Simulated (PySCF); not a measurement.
The same groups moved round the core (phenanthrene mercapto). Gas-phase values, no solvent. One relaxed conformer stands for each flexible species; it need not be the lowest. Strings in code marks are SMILES.

The brightest of the four lowest singlets (TDA) from two functionals at the same geometries (PBE0-D4/def2-SVP), both in PySCF: PBE-D3(BJ)/def2-SVP and B3LYP-D3(BJ)/def2-SVP. B3LYP has the VWN-RPA correlation part, as in Gaussian. Excitations are Tamm–Dancoff values on a coarser integration grid. The basis has no diffuse functions, so Rydberg states are missing or too high.

```json
[
 {"species": "`c1c2c(c3ccccc3c(c2)S)ccc1` (H–S–C–C torsion 128°)", "PBE-D3(BJ)/def2-SVP (eV)": "3.64"},
 {"species": "`Sc1ccc2c(ccc3ccccc32)c1` (H–S–C–C torsion 0°)", "PBE-D3(BJ)/def2-SVP (eV)": "4.25"},
 {"species": "`Sc1ccc2ccc3ccccc3c2c1` (H–S–C–C torsion 180°)", "PBE-D3(BJ)/def2-SVP (eV)": "3.59"},
 {"species": "`Sc1cccc2c1ccc1ccccc12` (H–S–C–C torsion 127°)", "PBE-D3(BJ)/def2-SVP (eV)": "3.61"}
]
```

Question: What does B3LYP-D3(BJ)/def2-SVP give for each?

Answer: 
- `c1c2c(c3ccccc3c(c2)S)ccc1` (H–S–C–C torsion 128°): 4.13
- `Sc1ccc2c(ccc3ccccc32)c1` (H–S–C–C torsion 0°): 4.78
- `Sc1ccc2ccc3ccccc3c2c1` (H–S–C–C torsion 180°): 4.10
- `Sc1cccc2c1ccc1ccccc12` (H–S–C–C torsion 127°): 4.10
Over these rows, drawn at random from the members with no instability flagged (it was tested for open shells, ions and some series alone), PBE minus B3LYP-D3(BJ): mean -0.50 eV, from -0.53 eV to -0.49 eV.
